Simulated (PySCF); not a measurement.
## The electron affinity along the 5p block

All values are computed (PySCF 2.14, energy differences of UHF-based or UKS calculations, no spin-orbit coupling). Values in eV. The last column holds reference values (measured affinities from photodetachment; the arrow runs from anion to atom). Unmarked ones compare directly (S terms, centres of terms, or small fine structure); those marked * lie between the lowest fine-structure levels and include a spin-orbit shift.

```csv
element,configurations,UHF,PBE,MP2 (valence),SCS-MP2 (valence),MP2 (valence and next inner shell),SCS-MP2 (valence and next inner shell),reference
"In (x2c-QZVPPall with one added diffuse shell each of s, p, d, f type, spin-free X2C)",[Kr] 4d10 5s2 5p2 → [Kr] 4d10 5s2 5p1,0.074,0.544,0.364,0.276,0.370,0.267,0.384 *
"Sn (x2c-QZVPPall with one added diffuse shell each of s, p, d, f type, spin-free X2C)",[Kr] 4d10 5s2 5p3 → [Kr] 4d10 5s2 5p2,0.957,1.424,1.373,1.232,1.424,1.258,1.112 *
"Sb (x2c-QZVPPall with one added diffuse shell each of s, p, d, f type, spin-free X2C)",[Kr] 4d10 5s2 5p4 → [Kr] 4d10 5s2 5p3,-0.053,0.973,0.657,0.721,0.662,0.712,1.047 *
"Te (x2c-QZVPPall with one added diffuse shell each of s, p, d, f type, spin-free X2C)",[Kr] 4d10 5s2 5p5 → [Kr] 4d10 5s2 5p4,1.055,2.076,1.910,1.921,1.967,1.953,1.971 *
"I (x2c-QZVPPall with one added diffuse shell each of s, p, d, f type, spin-free X2C)",[Xe] → [Kr] 4d10 5s2 5p5,2.294,3.251,3.263,3.206,3.354,3.267,3.059 *
```

The highest occupied level of the anion is positive for In⁻ at PBE; Sn⁻ at PBE; Sb⁻ at PBE; Te⁻ at PBE, so there the basis helps to hold the electron.

"Valence" correlates the outer s and p shells and, in groups 3 to 12 and the f block, the outer d or f shell, open or full, or the next shell where the ion has no valence electron left; the wider scheme adds the next inner shell.
